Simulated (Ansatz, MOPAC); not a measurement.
Species: CH₃Si, charge 1, multiplicity 1. SMILES of the parent species: C[Si]

Atoms: C1, Si2, H3, H4, H5. Bonds: C1-Si2, C1-H3, C1-H4, C1-H5.

Bond lengths (Å) and angles (degrees) optimised at PM3 with MOPAC; PM6 with MOPAC; PM7 with MOPAC; PBE/6-31G* with Ansatz (a first-principles code); B3LYP/6-31G* with Ansatz; MP2/6-31G* with Ansatz, each started from the B3LYP-D3(BJ)/def2-TZVP structure (Ansatz) of the last column. A row stands for all coordinates that are equal there. 6-31G* holds six Cartesian d functions. No wavenumbers were computed at PBE/6-31G*, MP2/6-31G*, so these may be saddle points.

```tsv
coordinate	PM3	PM6	PM7	PBE/6-31G*	B3LYP/6-31G*	MP2/6-31G*	B3LYP-D3(BJ)/def2-TZVP
C1-Si2	1.761	1.851	1.800	1.830	1.828	1.820	1.810
C1-H3	1.108	1.112	1.126	1.114	1.105	1.102	1.102
Si2-C1-H3	113.5	114.4	116.2	111.7	111.6	111.4	111.1
H3-C1-H4	105.2	104.1	102.0	107.1	107.3	107.4	107.8
```

Mean signed difference of all 4 bond lengths from B3LYP-D3(BJ)/def2-TZVP: PM3 -0.008 Å, PM6 0.018 Å, PM7 0.016 Å, PBE/6-31G* 0.014 Å, B3LYP/6-31G* 0.007 Å, MP2/6-31G* 0.003 Å.
